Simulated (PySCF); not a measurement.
This script is equivalent to a calculation on Ar²⁺ (argon, charge +2).

```python
from pyscf import gto, scf, dft, mp, cc
import basis_set_exchange as bse
mol = gto.M(atom="Ar 0 0 0", charge=2, spin=2, symmetry="D2h",
            basis=gto.basis.parse(bse.get_basis("aug-cc-pwCVTZ", elements=["Ar"], fmt="nwchem")))
mf = dft.UKS(mol, xc="LDA,VWN")
mf.irrep_nelec = {'Ag': (3, 3), 'B1u': (2, 1), 'B2u': (2, 2), 'B3u': (2, 1)}
mf.kernel()
```

(1) What total energy does it give?

(2) Which occupied shell lies highest, and where?

(3) What is ⟨S²⟩, and what would a pure spin state give?

Results:

(1) -524.331 hartree (calculated).

(2) 3p β, at -34.111 eV.

(3) 2.002, against 2.00.
